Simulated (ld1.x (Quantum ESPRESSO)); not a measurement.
## Varying the PAW potential for boron

Base potential:

```json
{
  "Element": "boron",
  "Generator": "ld1.x (Quantum ESPRESSO) 7.5",
  "Type": "PAW",
  "Functional": "PBE",
  "Relativity": "fully relativistic",
  "Frozen core": "[He]",
  "Valence charge": "3",
  "Reference configuration": "2s2 2p1",
  "Partial waves": "2s (bound): rcut 1.15, rcutus 1.35 bohr; 2s channel at 0.15 Ry: rcut 1.15, rcutus 1.35 bohr; 2p (bound): rcut 1.60, rcutus 1.85 bohr; 2p channel at 0.4 Ry: rcut 1.60, rcutus 1.85 bohr",
  "Local potential": "all-electron potential smoothed inside 1.05 bohr (lloc = -2)",
  "Core correction": "Bessel-smoothed model core inside 1.00 bohr",
  "Augmentation charge": "BESSEL, radius 1.10 bohr"
}
```

Open shells are filled in proportion to 2j + 1 (rel_dist='average').

Cutoffs, loose and tight: the cutoffs (Ry, on a coarse ladder) from which the occupation-weighted sum of valence levels, in a spherical-Bessel basis at the reference potential, stays within 10 and 1 mRy of its value at 400 Ry. They do not see the model core or the augmentation charge, which bear on the density cutoff. Test errors are all-electron minus pseudo excitation energies from the reference, over the configurations 2s2 2p0; 2s1 2p0; 2s2 2p0.5; 2s2 2p1.3; 2s1 2p2; 2s0 2p3; 2s1 2p1. A dash means not determined; rows that change the core or the reference have their own tests.

Cutoffs are not given where the Bessel-basis levels miss the radial ones by over 6 mRy, ghosts where they miss by over 20 mRy; a channel whose overlap is not positive is not tested.

```csv
change,outcome,bound ghosts,largest test error (meV)
base,generated,not determined,test run stopped at test 1 of 7 (negative rho)
"all radii but the core radius scaled by about 0.81 (s 1.10, p 1.50 bohr, rcut 0.94/1.30); local potential all-electron potential smoothed inside 0.86 bohr (lloc = -2); augmentation BESSEL, radius 0.90 bohr",generated,not determined,-5.2
"all radii but the core radius scaled by about 0.90 (s 1.22, p 1.66 bohr, rcut 1.04/1.44); local potential all-electron potential smoothed inside 0.94 bohr (lloc = -2); augmentation BESSEL, radius 0.98 bohr",generated,not determined,-5.4
"all radii but the core radius scaled by about 1.16 (s 1.56, p 2.14 bohr, rcut 1.32/1.84); local potential all-electron potential smoothed inside 1.20 bohr (lloc = -2); augmentation BESSEL, radius 1.26 bohr",generated,not determined,+6.1
"all radii but the core radius scaled by about 1.26 (s 1.70, p 2.32 bohr, rcut 1.44/2.00); local potential all-electron potential smoothed inside 1.32 bohr (lloc = -2); augmentation BESSEL, radius 1.38 bohr",generated,not determined,-3.8
"all radii but the core radius scaled by about 1.36 (s 1.84, p 2.52 bohr, rcut 1.56/2.18); local potential all-electron potential smoothed inside 1.42 bohr (lloc = -2); augmentation BESSEL, radius 1.50 bohr",generated,not determined,-1.9
```
